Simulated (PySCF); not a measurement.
Be2O, SMILES [Be][O][Be] (connectivity only; charge and spin as stated), neutral, multiplicity 1.

The structure is a stationary point at B3LYP-D3(BJ)/def2-TZVPD. A frequency run showed that this geometry is not a minimum.

Two levels are set side by side: TDA-PBE/def2-TZVPD (PySCF) and TDA-B3LYP/def2-TZVPD (PySCF). Vertical, same geometry. The lowest singlet is HOMO→LUMO+2 96 % with PBE and HOMO→LUMO 79 % with the other functional; states are paired by order. Differences are taken from unrounded values.

```json
[
 {"quantity": "lowest singlet excitation (eV)", "TDA-B3LYP": "3.59"},
 {"quantity": "lowest triplet excitation (TDA) (eV)", "TDA-B3LYP": "2.70"},
 {"quantity": "first bright state (f over 0.05) (eV)", "TDA-B3LYP": "3.59"},
 {"quantity": "its oscillator strength", "TDA-B3LYP": "1.74"}
]
```

Q: What does TDA-PBE give, and how far is it from TDA-B3LYP? (An estimate is asked for; the answer gives what the named calculation found.)

A: 
```tsv
quantity	TDA-PBE	TDA-PBE minus TDA-B3LYP
lowest singlet excitation (eV)	3.77	0.18
lowest triplet excitation (TDA) (eV)	2.51	-0.19
first bright state (f over 0.05) (eV)	3.77	0.18
its oscillator strength	1.66	-0.08
```

Rough cost on one machine, each run with all the roots and properties that it gave: TDA-B3LYP against TDA-PBE within a factor of 2.
